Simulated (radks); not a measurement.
Question: Cs4+, 51 electrons, occupied as [Kr] 4d10 5s2 5p3 (the NIST ground configuration). Calculated with a radial shooting solver on a logarithmic mesh with Libxc functionals: Dirac Kohn-Sham, LDA (Slater exchange, Perdew-Wang correlation), spin-unpolarised, spherical densities, finite nucleus; open shells fill j = l - 1/2 first; Fermi nuclear charge, rms radius 4.8041 fm. Some entries of the table are withheld. Estimate them.

orbital,occ.,eigenvalue (hartree),<r^2> (bohr^2)
1s1/2,2,-1314.682,0.0009266
2s1/2,2,-207.5476,0.01479
2p1/2,2,-195.4566,0.01089
2p3/2,4,-182.5275,0.01217
3s1/2,2,(1),0.1024
3p1/2,2,-39.33764,0.09705
3p3/2,4,-36.86074,0.1049
3d3/2,4,-27.92518,0.08719
3d5/2,6,-27.39866,0.08945
4s1/2,2,-9.65075,0.5446
4p1/2,2,-7.83090,(2)
4p3/2,4,-7.31967,(3)
4d3/2,4,(4),(5)
4d5/2,6,(6),(7)
5s1/2,2,-2.42898,2.997
5p1/2,2,-1.93056,(8)
5p3/2,1,-1.84939,(9)

Answer: 
(1) 3s1/2 eigenvalue (hartree): -44.40103
(2) 4p1/2 <r^2> (bohr^2): 0.5898
(3) 4p3/2 <r^2> (bohr^2): 0.6359
(4) 4d3/2 eigenvalue (hartree): -4.35125
(5) 4d3/2 <r^2> (bohr^2): 0.7945
(6) 4d5/2 eigenvalue (hartree): -4.26598
(7) 4d5/2 <r^2> (bohr^2): 0.8140
(8) 5p1/2 <r^2> (bohr^2): 3.674
(9) 5p3/2 <r^2> (bohr^2): 3.931
